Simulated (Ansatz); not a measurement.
Reaction (cleavage of the Sb–Ge bond): `C#[C][GeH2][SbH2]` + `O[SiH3]` → `[SiH3][O][SbH2]` + `C#[C][GeH3]`

Program: Ansatz. Geometries: PBE0-D4/def2-TZVP. ΔE: electronic, gas phase. CCSD(T)/CBS adds triple-zeta CCSD(T) − MP2 to the extrapolated MP2 energy (def2 sets, frozen cores). Functionals use def2-TZVPP. HSE06 is defined as in plane-wave codes. def2 core potentials past Kr. For Ge, Sb outer-core shells are correlated without core-valence functions, which leaves a few kJ/mol of doubt a bond. Scalar relativity is left out up to krypton.

(1) Is it downhill or uphill in electronic energy at CCSD(T)/CBS, and by how much? (An estimate is asked.)

(2) What do these levels give: LDA (SPW92), revPBE-D4, PBE0-D4, HSE06-D4, ωB97M-V, revPBE, r2SCAN0, BHLYP, CAM-B3LYP, CCSD/def2-SVP, MP2/def2-QZVPP, CCSD/CBS(def2)? (Estimate.)

Largest T1 diagnostic among the species: 0.014.

Answers

(1) Computed: Uphill: ΔE = +45.9 kJ/mol.

(2) The calculation gave: LDA (SPW92) 58.8, revPBE-D4 50.3, PBE0-D4 56.6, HSE06-D4 57.3, ωB97M-V 44.5, revPBE 51.7, r2SCAN0 52.7, BHLYP 41.0, CAM-B3LYP 36.8, CCSD/def2-SVP 45.5, MP2/def2-QZVPP 50.3, CCSD/CBS(def2) 44.9 kJ/mol.

Leaving LDA and LC-ωPBE aside and taking each functional with its dispersion term where it has one, the values, not all of them listed here, spread over 32.4 kJ/mol, from B97M-V to HSE06-D4. LDA lies +5.5 kJ/mol from PBE without D4. In def2-TZVPP, CCSD(T) changes the Hartree–Fock value by +13.0 kJ/mol (the triples alone add +1.0 kJ/mol) and MP2 by +19.2 kJ/mol. From r2SCAN to r2SCAN0 (25 % exact exchange), in def2-TZVPP and without D4, ΔE moves by +5.6 kJ/mol.
